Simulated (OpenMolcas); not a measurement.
**Ir2+ in a point-charge field**

Ir2+ among 5 point charges of -0.65 e arranged as a trigonal bipyramid (D3h), 2.17 Å from the ion, with the axial distance 2.061 Å.
```
   2.1700    0.0000    0.0000  -0.65
  -1.0850    1.8793    0.0000  -0.65
  -1.0850   -1.8793    0.0000  -0.65
   0.0000    0.0000    2.0615  -0.65
   0.0000    0.0000   -2.0615  -0.65
```

```json
{
 "Program": "OpenMolcas",
 "Method": "CASSCF",
 "Basis": "ANO-RCC-VTZP [8s7p5d3f1g]",
 "Scalar Hamiltonian": "DKH2, point nucleus",
 "Active space": "7 electrons in 5 orbitals (5d)",
 "State averaging": "2S+1 = 4 even, 10 roots; 2S+1 = 2 even, 40 roots",
 "Spin-orbit coupling": "RASSI with atomic mean-field integrals over the reference wave functions"
}
```

The lowest spin-free states (labels of D3, the rotations of D3h), above the lowest:

```json
{"State": "4A2", "Degeneracy": "1", "E (cm-1)": "0.0", "Free-ion L (%)": "F (100)"}
{"State": "4A1", "Degeneracy": "1", "E (cm-1)": "137.3", "Free-ion L (%)": "F (100)"}
{"State": "4A2", "Degeneracy": "1", "E (cm-1)": "144.3", "Free-ion L (%)": "F (100)"}
{"State": "4E", "Degeneracy": "2", "E (cm-1)": "1311", "Free-ion L (%)": "F (98)"}
{"State": "4E", "Degeneracy": "2", "E (cm-1)": "3859", "Free-ion L (%)": "F (100)"}
{"State": "2E", "Degeneracy": "2", "E (cm-1)": "12308", "Free-ion L (%)": "G (71)"}
{"State": "4A2", "Degeneracy": "1", "E (cm-1)": "12572", "Free-ion L (%)": "P (100)"}
{"State": "2E", "Degeneracy": "2", "E (cm-1)": "13882", "Free-ion L (%)": "G (87)"}
{"State": "2A1", "Degeneracy": "1", "E (cm-1)": "14399", "Free-ion L (%)": "G (96)"}
{"State": "2A2", "Degeneracy": "1", "E (cm-1)": "14463", "Free-ion L (%)": "G (93)"}
{"State": "2A1", "Degeneracy": "1", "E (cm-1)": "14493", "Free-ion L (%)": "G (93)"}
{"State": "4E", "Degeneracy": "2", "E (cm-1)": "14891", "Free-ion L (%)": "P (98)"}
{"State": "2E", "Degeneracy": "2", "E (cm-1)": "15421", "Free-ion L (%)": "G (84)"}
{"State": "2E", "Degeneracy": "2", "E (cm-1)": "16844", "Free-ion L (%)": "P (66)"}
{"State": "2A2", "Degeneracy": "1", "E (cm-1)": "17960", "Free-ion L (%)": "H (78)"}
{"State": "2A2", "Degeneracy": "1", "E (cm-1)": "18501", "Free-ion L (%)": "H (92)"}
{"State": "2A1", "Degeneracy": "1", "E (cm-1)": "18502", "Free-ion L (%)": "H (92)"}
{"State": "2E", "Degeneracy": "2", "E (cm-1)": "19326", "Free-ion L (%)": "H (82)"}
{"State": "2E", "Degeneracy": "2", "E (cm-1)": "19692", "Free-ion L (%)": "H (84)"}
{"State": "2E", "Degeneracy": "2", "E (cm-1)": "19808", "Free-ion L (%)": "H (48)"}
```

The lowest levels with spin-orbit coupling:

```
E (cm-1)  Degeneracy  Label      2S+1                g
     0.0           2   E3/2         4  0.00 0.00 11.81
   402.9           2   E1/2  4 (89 %)   1.47 6.57 6.57
   863.9           2   E3/2  4 (88 %)   0.00 0.00 4.28
    1509           2   E1/2  4 (85 %)   0.35 0.35 6.57
    1597           2   E1/2  4 (88 %)   0.35 0.35 8.67
    7994           2   E1/2         4   0.01 0.01 5.42
    8277           2   E3/2         4   0.00 0.00 3.46
    8534           2   E1/2         4   1.39 4.89 4.89
    8818           2   E1/2         4   0.01 0.01 8.97
    9981           2   E3/2  4 (75 %)   0.00 0.00 2.42
   10982           2   E1/2  4 (81 %)   2.44 2.85 2.85
   11219           2   E1/2  4 (80 %)   0.00 0.00 5.91
   12559           2   E3/2  4 (65 %)   0.00 0.00 3.32
   12911           2   E1/2  4 (63 %)   0.49 1.14 1.14
   15434           2   E3/2  4 (76 %)   0.00 0.00 3.54
   16991           2   E1/2  2 (83 %)   0.10 0.10 5.83
   17135           2   E1/2  4 (76 %)   0.84 0.84 0.97
   17911           2   E1/2  4 (79 %)   1.36 3.10 3.10
   18065           2   E3/2  2 (76 %)   0.00 0.00 3.83
   18108           2   E1/2  2 (87 %)   0.10 0.10 7.64
```

Powder χT (cm3 K/mol): 4.36 at 2 K, 4.37 at 10 K, 4.4 at 50 K, 4.45 at 100 K, 4.52 at 200 K, 4.62 at 300 K. The effective moment at 300 K is 2.828 √(χT) = 6.08 μB.

The lowest level has 2S+1 = 4, for which the spin-only value is χT = S(S+1) / 2 = 1.875 cm3 K/mol (g = 2). The computed 4.617 at 300 K differs by +2.742, through orbital momentum, spin-orbit coupling and any other state in reach.

Spin-orbit coupling mixes the spin-free states strongly: the lowest level takes only 46 % from its leading state, 4A1, which lies 137 cm-1 above the lowest spin-free state. Without dynamic correlation the repulsion within the d shell is too large (B by tens of per cent), so at a given field states of lower spin stand too high. Point charges give a weaker field than real ligands, and real ions of this kind are as a rule low spin; the high spin found here belongs to the model. The ground term spreads over less than 5000 cm-1, several times less than with real ligands, so orbital moments are less quenched and χT lies further from the spin-only value than at real sites. Point charges carry no covalency, so the field is a model and not that of real ligands. No measured value stands beside these numbers.

The RASSCF and RASSI steps took 16 s on 1 thread of Arm Neoverse V2 (shared host); the integral step is not counted.
